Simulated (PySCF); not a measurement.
Correlation energy of Au (gold, neutral)

[Xe] 4f14 5d10 6s1, 2S determinant. Computed with PySCF 2.14 in def2-QZVPPD with the def2 core potential (60 electrons) (7s5p4d4f2g, 88 functions), with scalar relativity through the core potential. Frozen: 5s2 5p6; 11 electrons correlated.

| level | correlation energy (mhartree) |
| --- | --- |
| CCSD | -360.51 |
| (T) | -17.02 |
| CCSD(T) | -377.53 |

Diagnostics: T1 = 0.014, D1 = 0.0587, largest double amplitude 0.019.

Cost of the coupled-cluster step: roughly 60 core-seconds, for 11 correlated electrons.
